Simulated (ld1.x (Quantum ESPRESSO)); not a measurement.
**C: excitation energies, all-electron against PAW**

```json
{
  "Element": "carbon (C)",
  "Generator": "ld1.x (Quantum ESPRESSO) 7.5",
  "Type": "PAW",
  "Functional": "LDA (PZ)",
  "Relativity": "fully relativistic",
  "Frozen core": "[He]",
  "Valence charge": "4",
  "Reference configuration": "2s2 2p1.5 (charge +0.5)",
  "Partial waves": "2s (bound): rcut 0.75, rcutus 0.85 bohr; 2s channel at 0.05 Ry: rcut 0.75, rcutus 0.85 bohr; 2p (bound): rcut 1.90, rcutus 2.25 bohr; 2p channel at 2.55 Ry: rcut 1.90, rcutus 2.25 bohr; 3d channel at 0.25 Ry: rcut 1.90, rcutus 2.20 bohr; 3d channel at 2.4 Ry: rcut 1.90, rcutus 2.20 bohr",
  "Local potential": "all-electron potential smoothed inside 0.80 bohr (lloc = -1)",
  "Core correction": "a·sin(br)/r model core inside 0.65 bohr",
  "Augmentation charge": "PSQ, inside the norm-conserving radii"
}
```

Open shells are filled in proportion to 2j + 1 (rel_dist='average').

Energies are relative to the spin-unpolarised reference configuration 2s2 2p1.5; without spin polarisation the order of configurations can differ from experiment. Not all tests gave a result: test run stopped at test 5 of 7 (negative rho).

| valence configuration | charge | ΔE all-electron (eV) | error AE − PS (meV) |
| --- | --- | --- | --- |
| 2s2 2p2 | 0 | -4.029 | -2.2 |
| 2s2 2p1 | +1 | 6.959 | -5.2 |
| 2s2 2p0 | +2 | 31.219 | -87 |
| 2s1 2p0 | +3 | 79.188 | -72 |

Levels in the configuration 2s2 2p1:

```
   level  all-electron (eV)  pseudo (eV)
2s j=1/2            -25.607      -25.598
2p j=1/2            -17.130      -17.155
2p j=3/2            -17.118      -17.142
```

The ghost test of this file was not conclusive.
